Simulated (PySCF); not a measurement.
Silver: a sound run and one with changed settings

Sound run: Ag [Kr] 4d10 5s1, Ag⁺ [Kr] 4d10. Calculation: PySCF 2.14, in cc-pVDZ-PP with ECP28MDF (4s4p3d1f, 38 functions); scalar relativity through the core potential. The sound run starts from symmetry-adapted Hartree-Fock orbitals and uses a fine grid where one is needed.

Changed run: initial guess minao, at most 2 SCF cycles. This setting is unsound on purpose.

```
species  method  sound run (hartree)  changed run (hartree)  converged
     Ag     UHF           -146.05409             -146.04890         no
     Ag  r2SCAN           -146.95774             -146.81817         no
     Ag    MN15           -146.61489             -146.47478         no
    Ag⁺     UHF           -145.82049             -145.81300         no
    Ag⁺  r2SCAN           -146.66840             -146.50860         no
    Ag⁺    MN15           -146.32778             -146.17585         no
```

The SCF was stopped early; the energies are upper bounds that still move, and correlated levels were skipped or rest on poor orbitals.
